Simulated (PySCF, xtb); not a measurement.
H4N, SMILES [NH4+], charge +1.

GFN2-xTB in xtb 6.7.1 at its own geometry gives an orbital gap of 14.58 eV.

Geometry: r2SCAN-D4/def2-TZVPD. The isomer is the one that the SMILES or the coordinates give; other isomers of the formula were not compared.

Q: What does ωB97X/def2-TZVPD (PySCF) give? (The exact figures need the calculation; the answer reports its results.)

A: gap 21.51 eV (levels -25.40 and -3.89 eV).
